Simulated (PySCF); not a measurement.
CH₇AlP₂.

```xyz
11

Al     0.0070     0.3915     0.0000
C      0.0015     2.3460     0.0000
H      1.0388     2.7273     0.0000
H     -0.4926     2.7627     0.8933
H     -0.4926     2.7627    -0.8933
P     -0.1154    -0.7965     1.9868
H      0.8241     0.0290     2.6703
H      0.8303    -1.7910     1.6064
P     -0.1154    -0.7965    -1.9868
H      0.8303    -1.7910    -1.6064
H      0.8241     0.0290    -2.6703
```
Charge 0, spin multiplicity 1.

The structure is a stationary point at ωB97X-D3(BJ)/def2-SVP. One conformer was computed; it need not be the lowest.

Calculation: PySCF with PBE0/pcSseg-1. Non-relativistic, no solvent.

Computed absolute GIAO shielding of each atom: isotropic value and principal components (ppm):
```
atom  σ(iso)    σ11    σ22    σ33   span
----  ------  -----  -----  -----  -----
Al1    212.2  141.8  154.2  340.7  198.9
C2     187.7  175.5  188.6  198.9   23.3
H3      31.5   28.0   28.2   38.3   10.3
H4      31.0   26.5   28.9   37.7   11.1
H5      31.0   26.5   28.9   37.7   11.1
P6     587.1  535.0  597.4  628.8   93.7
H7      29.8   25.0   27.0   37.4   12.4
H8      29.9   24.8   27.6   37.2   12.4
P9     587.1  535.0  597.4  628.8   93.7
H10     29.9   24.8   27.6   37.2   12.4
H11     29.8   25.0   27.0   37.4   12.4
```
